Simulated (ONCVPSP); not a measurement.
**Pseudopotential generation for Mo: ONCV, PBE, scalar-relativistic.**

```json
{
  "Element": "Mo",
  "Generator": "ONCVPSP 4.0.1",
  "Type": "optimised norm-conserving Vanderbilt (ONCV)",
  "Functional": "PBE",
  "Relativity": "scalar-relativistic",
  "Frozen core": "[Ar] 3d10",
  "Valence charge": "14",
  "Reference configuration": "4s2 4p6 4d4 5s2",
  "Partial waves": "4s+5s: rc 1.50 bohr, ncon 4, nbas 8, qcut 6.7 1/bohr, 2 projectors; 4p: rc 1.45 bohr, ncon 3, nbas 7, qcut 9.1 1/bohr, 2 projectors, debl 0.3 Ha; 4d: rc 1.75 bohr, ncon 4, nbas 7, qcut 5.6 1/bohr, 2 projectors, debl 3.6 Ha",
  "Local potential": "polynomial inside 1.00 bohr (lpopt 5, dvloc0 3 Ha)",
  "Core correction": "polynomial model core, fcfact 0.7"
}
```

In the p channel the program set the typed energies aside and used -1.510, 0.250 Ha.

All-electron outer shells of the reference configuration (PBE, scalar-relativistic, ld1.x):

```csv
shell,level (eV),outermost node (bohr),outermost maximum (bohr)
3d,-223.96,–,0.32
4s,-67.10,0.51,0.99
4p,-41.09,0.52,1.06
4d,-5.65,0.53,1.35
5s,-4.88,1.33,2.86
```

Calculated quality:

| Quantity | Value |
| --- | --- |
| Cutoffs needed | 27 Ha and 51 Ha (the cutoffs (Ha) at which the residual kinetic energy of the hardest occupied pseudo-wave falls to 1 and 0.1 mHa per electron) |
| Ghost test | no bound ghost flagged; GHOST(+) flagged for s at 176.5 eV, d at 245.2 eV |
| Largest excitation error | -6.2 meV (all-electron minus pseudo) for 4s2 4p6 4d5 5s0, out of 4 test configurations |
| rms error of d²Exc/dni dnj | 2.01 mHa without and 0.80 mHa with the model core |

Generation and tests took about 4.7 s on one core of a shared server CPU.
